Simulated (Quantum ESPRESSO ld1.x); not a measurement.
Values are calculated unless marked as measured or tabulated.
Species: a nucleus of charge 52.8 with 53 electrons. Configuration: [Kr] 4d10 5s2 5p5. Level of theory: scalar-relativistic Kohn-Sham, PW91, spin-unpolarised, spherical densities, point nucleus (ld1.x of Quantum ESPRESSO 7.5).

Unscreened Slater integrals over Kohn-Sham orbitals (eV).

\begin{tabular}{lr}
integral & value \\ \hline
F0(5p,5p) & 9.6749 \\
F2(5p,5p) & 5.0758 \\
F0(5p,5s) & 10.739 \\
G1(5p,5s) & 6.8583 \\
F0(5p,4d) & 12.387 \\
F2(5p,4d) & 3.1287 \\
G1(5p,4d) & 0.94477 \\
G3(5p,4d) & 0.86409 \\
F0(5p,4p) & 12.556 \\
F2(5p,4p) & 2.6383 \\
G0(5p,4p) & 0.48203 \\
G2(5p,4p) & 0.61522 \\
F0(5s,5s) & 12.301 \\
F0(5s,4d) & 15.177 \\
G2(5s,4d) & 1.8076 \\
F0(5s,4p) & 15.472 \\
G1(5s,4p) & 1.0191 \\
F0(4d,4d) & 26.403 \\
F2(4d,4d) & 13.346 \\
F4(4d,4d) & 8.8475 \\
F0(4d,4p) & 28.299 \\
F2(4d,4p) & 14.365 \\
G1(4d,4p) & 18.277 \\
G3(4d,4p) & 11.319 \\
F0(4p,4p) & 30.666 \\
F2(4p,4p) & 16.099 \\
\end{tabular}

Derived for the open shells (J is the average intra-shell exchange parameter used in DFT+U). 5p: J = F2/5 = 1.015 eV.
